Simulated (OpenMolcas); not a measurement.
## Os+: effect of the basis set

| Item | Value |
| --- | --- |
| Program | OpenMolcas 26.06 |
| Method | CASSCF |
| Active space | 7 electrons in 6 orbitals (5d 6s) |
| State averaging | 2S+1 = 6 even, 6 roots; 2S+1 = 4 even, 67 roots kept (CI in the orbitals of an earlier block); 2S+1 = 2 even, 93 roots kept (CI in the orbitals of an earlier block) |
| Spin-orbit coupling | state interaction with AMFI integrals over the reference wave functions, term energies averaged over their components |

A. ANO-R2 [8s6p5d3f1g], X2C, finite nucleus; cost of the order of 100 core-seconds
B. ANO-RCC-VTZP [8s7p5d3f2g1h], DKH2, point nucleus; cost of the order of 80 core-seconds
C. ANO-R3 [10s7p6d4f3g2h], X2C, finite nucleus; cost of the order of 70 core-seconds
D. ANO-RCC-VQZP [9s8p6d4f3g2h], DKH2, point nucleus; cost about 60 core-seconds

Energies in cm⁻¹ above 5d⁶ 6s ⁶D_9/2, the measured ground level; measured values from NIST Handbook of Basic Atomic Spectroscopic Data.

```
                  Level      A      B      C      D  Measured
          5d⁶ 6s ⁶D_9/2    0.0    0.0    0.0    0.0       0.0
          5d⁶ 6s ⁶D_7/2   3533   3502   3558   3571      3593
          5d⁶ 6s ⁶D_5/2   4792   4776   4812   4828      3929
          5d⁶ 6s ⁶D_3/2   6258   6226   6291   6311      5592
          5d⁶ 6s ⁶D_1/2   7208   7165   7249   7274      6637
             5d⁷ ⁴F_9/2  14838  15041  14861  14890          
5d⁶ 6s ⁴P_3/2(1) [59 %]  19627  19766  19668  19753          
      5d⁷ ⁴F_5/2 [66 %]  20004  20089  20046  20092          
      5d⁷ ⁴F_7/2 [60 %]  20155  20157  20196  20195          
  5d⁶ 6s ⁴H_11/2 [54 %]  21381  21321  21389  21389          
         5d⁶ 6s ⁴H_13/2  22044  21953  22056  22046          
       5d⁶ 6s ⁴P_1/2(1)  22301  22456  22355  22466          
5d⁶ 6s ⁴D_5/2(1) [66 %]  24115  23900  24162  24109          
5d⁶ 6s ⁴D_1/2(1) [66 %]  24760  24466  24791  24699          
   5d⁶ 6s ⁴G_5/2 [54 %]  25893  25930  25910  25959          
5d⁶ 6s ⁴D_1/2(2) [71 %]  30634  30602  30668  30716          
5d⁶ 6s ²F_5/2(1) [56 %]  31242  31244  31280  31326          
  5d⁶ 6s ²H_11/2 [71 %]  31680  31604  31716  31719          
       5d⁶ 6s ⁴D_3/2(2)  31857  31802  31892  31913          
5d⁶ 6s ⁴D_5/2(2) [68 %]  32728  32648  32764  32791          
   5d⁶ 6s ²H_9/2 [52 %]  33112  32975  33158  33146          
   5d⁶ 6s ⁴F_5/2 [74 %]  34017  33962  34087  34108          
   5d⁶ 6s ⁴F_3/2 [57 %]  34507  34441  34583  34594
```

Deviations, from unrounded energies. A percentage is the sum of absolute deviations over the sum of measured energies, with the sign that they share, or ± where signs differ.

| Against measurement | Levels | A | B | C | D |
| --- | --- | --- | --- | --- | --- |
| mean absolute deviation (cm-1) | 4 | 540 | 520 | 560 | 570 |
| fine structure of the ground term (%) | 4 | ±10.9 | ±10.6 | ±11.3 | ±11.5 |

A, B lie about equally close to measurement and D furthest from it. The largest miss of B in the table is 5d⁶ 6s ⁶D_5/2, by +850 cm-1. The ranking rests on the paired levels alone, and a cruder setting can come out closer through cancelling errors.

Among A to D the level of the table that moves most is 5d⁶ 6s ⁴D_1/2(1) [66 %], by 320 cm-1 (lowest in B, highest in C).

Without dynamic correlation excited terms often stand tens of per cent too high (terms of higher spin than the ground term too low), and those without a measured partner can miss by more than the paired ones. Terms from blocks run as CI alone lack orbitals of their own. Configurations are named by rounded mean occupations; where the s occupation lies near a half they are strongly mixed, a name can repeat and a true partner stay unpaired. A single d shell beside an s shell can misplace configurations of different d count against each other. Computed and measured levels are paired by configuration, term and J; levels that our copy of the source lacks, or whose pairing is in doubt (as where it misses far off the trend of its configuration), stay unpaired and out of the deviations. Only configurations of the active space appear. The table leaves out levels that lie high or whose names do not pair safely across all columns.

A share in square brackets marks a mixed level and gives the weight of the term that names it, the lowest over the columns. A number in round brackets counts repeated terms of one configuration in the order of the reference energies.
